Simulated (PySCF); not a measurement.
Dipole response of W (tungsten, neutral)

[Xe] 4f14 5d4 6s2, high-spin 5D determinant. Calculation: PySCF 2.14, in aug-cc-pwCVTZ-PP with ECP60MDF (8s8p7d4f3g, 122 functions); a scalar-relativistic core potential. Coupled (time-dependent) response in atomic units; α is the mean over directions.

```csv
method,mean α (bohr³),"α xx, yy, zz",C₆ (like pair),S(−4)
PBE0,75.02,"77.65, 77.65, 69.78",923.2,2338
```

S(−4) is the Cauchy moment in α(ω) = α(0) + S(−4) ω² + …

Reference α: 68 ± 15 bohr³ (recommended; Schwerdtfeger and Nagle, table of static dipole polarizabilities (2023 update)). Published C₆: 757.0 (Gould and Bucko (2016)).

Spin-orbit coupling is absent.

α(iu) at PBE0:

```csv
u (hartree),α(iu) (bohr³)
0,75.02
0.0500,69.80
0.100,58.79
0.200,38.69
0.300,26.52
0.500,15.01
0.750,9.147
1.00,6.332
1.50,3.664
2.00,2.416
3.00,1.279
5.00,0.5280
```

A single London oscillator, α(iu) = α/(1 + u²/ω²), gives C₆ = (3/4) ω α². Matching the computed C₆ needs ω = 4 × 923.2 / (3 × 75.02²) = 0.219 hartree.

The components differ because the open shell of this determinant is not spherical; for a pure term their mean is the scalar polarisability.

Energies and moments cover only the electrons outside the core potential. Spin-orbit coupling, absent here, splits the open shell strongly.
